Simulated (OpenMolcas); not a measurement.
Pt3+ among 6 point charges of -1.7 e arranged as an octahedron (Oh), 2.22 Å from the ion.
```
   2.2200    0.0000    0.0000  -1.70
   0.0000    2.2200    0.0000  -1.70
  -2.2200    0.0000    0.0000  -1.70
   0.0000   -2.2200    0.0000  -1.70
   0.0000    0.0000    2.2200  -1.70
   0.0000    0.0000   -2.2200  -1.70
```

```json
{
 "Program": "OpenMolcas",
 "Method": "CASSCF",
 "Basis": "ANO-RCC-VDZP [7s6p4d2f]",
 "Scalar Hamiltonian": "DKH2, point nucleus",
 "Active space": "7 electrons in 5 orbitals (5d)",
 "State averaging": "2S+1 = 4 even, 10 roots; 2S+1 = 2 even, 40 roots",
 "Spin-orbit coupling": "state interaction with AMFI integrals over the reference wave functions"
}
```

What is the spin-free ground state (labels of O, the rotations of Oh)?

4T1, 3-fold in its orbital part, 98 % from free-ion F terms; it has the highest spin that d7 allows.

Where is the first state of the same spin?

4T2 at 5370 cm-1 above the ground state.

What are the lowest two levels with spin-orbit coupling?

A 2-fold level Γ6 with g = 4.90, 4.90, 4.90, then a 4-fold level Γ8 872.0 cm-1 above it. Their leading multiplicities are 4 (90 %) and 4 (85 %).

What is χT at 300 K?

3.52 cm3 K/mol.

Which ligand-field parameters describe the states?

A least-squares ligand-field fit to the states below 45000 cm-1, each weighted by its degeneracy and with a free common offset, gives 10Dq = 5975 cm-1, B = 887 cm-1 and C = 3625 cm-1 (C/B = 4.09), with an rms deviation of 128 cm-1. 

An orbital triplet at a regular site is open to Jahn-Teller coupling, which can distort the site and quench the lowest spin-orbit gaps and is left out. Without dynamic correlation the repulsion within the d shell is too large (B by tens of per cent), so at a given field states of lower spin stand too high. This shell can be high or low spin here, a state of another spin lies low, and with metal d orbitals alone active their balance is uncertain, so the ground spin may be wrong. Point charges give a weaker field than real ligands, and real ions of this kind are as a rule low spin; the high spin found here belongs to the model. This field is weak: 10Dq is about 5975 cm-1, while octahedral complexes of 5d ions of charge 3 and more, computed by the same method with explicit ligands, had a median near 35000 cm-1. Ground spin and moment need not be those of a real site. This is an electrostatic model: the charges have no orbitals. No measured value stands beside these numbers.
